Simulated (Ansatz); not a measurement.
Stepwise reaction of `[NH2][Hf]([F])([F])[F]` with hydrogen chloride, as a gas-phase model of exchange steps in deposition or etching. ΔE in kJ/mol.

Program: Ansatz. Geometries: PBE0-D4/def2-TZVP. ΔE: electronic, gas phase. CBS: MP2 limit from def2 TZ/QZ plus the TZ coupled-cluster correction, frozen cores. This one scheme is used for every species. Functionals use def2-TZVPP. B3LYP here is the variant with VWN-RPA as its local correlation; programs differ in this. Elements past krypton have def2 core potentials. For Hf outer-core shells are correlated without core-valence functions, which leaves a few kJ/mol of doubt a bond. Each species was taken in one conformer, which may not be the lowest.

| step | reaction | PBE-D4 | B3LYP-D4 | ωB97M-V | CCSD(T)/CBS |
| --- | --- | --- | --- | --- | --- |
| 1 | `[NH2][Hf]([F])([F])[F]` + HCl → `[NH2][Hf]([F])([F])[Cl]` + H–F | 16.5 | 17.5 | 16.2 | 8.8 |
| 2 | `[NH2][Hf]([F])([F])[Cl]` + HCl → `[NH2][Hf]([F])([Cl])[Cl]` + H–F | 19.6 | 20.1 | 19.5 | 10.7 |

Question: Give the row of step 3, `[NH2][Hf]([F])([Cl])[Cl]` + HCl → `[NH2][Hf]([Cl])([Cl])[Cl]` + H–F. (An estimate is asked.)

Answer: Computed: 
```
step                                                              reaction  PBE-D4  B3LYP-D4  ωB97M-V  CCSD(T)/CBS
   3  `[NH2][Hf]([F])([Cl])[Cl]` + HCl → `[NH2][Hf]([Cl])([Cl])[Cl]` + H–F    22.6      22.6     22.8         12.7
```

Question: By hand: ΔE of the 3 steps together at CCSD(T)/CBS.

Answer: (8.8) + (10.7) + (12.7) = 32.2 kJ/mol, or 10.7 kJ/mol a step.

In ΔE the steps differ by no more than 3.9 kJ/mol. All are uphill at CCSD(T)/CBS. PBE-D4 differs from CCSD(T)/CBS by 7.7 to 9.9 kJ/mol a step. Isolated molecules leave out the surface, adducts and barriers. Largest T1 diagnostic: 0.016.
